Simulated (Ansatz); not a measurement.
## Ansatz (development build ahead of 0.2.0) run

```yaml
crystal:
  periodic: [false, false, false]
  atoms:
    - { symbol: Mg, position_ang: [0.0, 0.0, 2.1569] }
    - { symbol: C, position_ang: [0.0, 0.0, 0.0] }
    - { symbol: Be, position_ang: [1.4805, 0.0, 0.8548] }
basis:
  gaussian: { orbitals: "6-31G" }
magnetization:
  spin_polarized: true
hamiltonian:
  xc: hf
```

The input is written out in the form of the current development build from the run's settings.

The run gave:

* Converged: yes
* Total energy: -251.85883 hartree
* Spin squared of the determinant: 2.301
* Stability test: minimum

Caution: the unrestricted determinant is a mixture of spin states.
